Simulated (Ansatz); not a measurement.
Born–Oppenheimer molecular dynamics of CH7BSn (10 atoms, charge 0, multiplicity 1). It starts at the highest image of a converged band, a first-order saddle point between two minima.

These are results of RKS r2SCAN-D4/def2-SVP in Ansatz 0.2.0, not measurements.

```json
{
  "ensemble": "NVE (velocity Verlet)",
  "time step": "0.5 fs",
  "steps asked": "200",
  "starting velocities drawn for": "300 K",
  "seed": "6283"
}
```

First frame:

```xyz
10
Properties=species:S:1:pos:R:3
C -1.206 0.825 -0.611
B 0.011 -0.145 -0.734
Sn 1.473 -0.438 0.858
H -2.159 0.333 -0.866
H -1.050 1.594 -1.393
H -1.315 1.353 0.347
H 0.130 -0.929 -1.647
H 2.765 -1.557 0.813
H 1.455 0.375 2.365
H -0.018 -1.463 0.870
```

Problem. How far do the bonds stretch over the last three quarters of this one trajectory? (Pairs bonded in most of those frames.)

Solution. 
```json
{"bond": "C1–B2", "mean (Å)": "1.575", "spread (Å)": "0.043", "shortest": "1.49", "longest": "1.65"}
{"bond": "C1–H4", "mean (Å)": "1.109", "spread (Å)": "0.027", "shortest": "1.07", "longest": "1.15"}
{"bond": "C1–H5", "mean (Å)": "1.104", "spread (Å)": "0.004", "shortest": "1.09", "longest": "1.11"}
{"bond": "C1–H6", "mean (Å)": "1.103", "spread (Å)": "0.024", "shortest": "1.06", "longest": "1.14"}
{"bond": "B2–Sn3", "mean (Å)": "2.378", "spread (Å)": "0.155", "shortest": "2.10", "longest": "2.55"}
{"bond": "B2–H7", "mean (Å)": "1.215", "spread (Å)": "0.046", "shortest": "1.14", "longest": "1.28"}
{"bond": "B2–H10", "mean (Å)": "1.343", "spread (Å)": "0.131", "shortest": "1.14", "longest": "1.72"}
{"bond": "Sn3–H8", "mean (Å)": "1.756", "spread (Å)": "0.052", "shortest": "1.67", "longest": "1.83"}
{"bond": "Sn3–H9", "mean (Å)": "1.756", "spread (Å)": "0.013", "shortest": "1.72", "longest": "1.78"}
{"bond": "Sn3–H10", "mean (Å)": "2.071", "spread (Å)": "0.082", "shortest": "1.92", "longest": "2.25"}
```

Mean temperature of the second half: 355 K. The conserved energy stayed within 0.23 meV per atom of its start (net change -0.0002 meV per atom), so the integration is sound. A run of 0.1 ps of so small a system gives no equilibrium averages. The orbitals stay closed-shell, which can raise the energy where a bond breaks towards radicals; this wasn't checked here.

Run time: 4.5 min on 2 threads of Intel(R) Xeon(R) Platinum 8488C (Sapphire Rapids), on a shared host, peak memory 0.16 GiB.
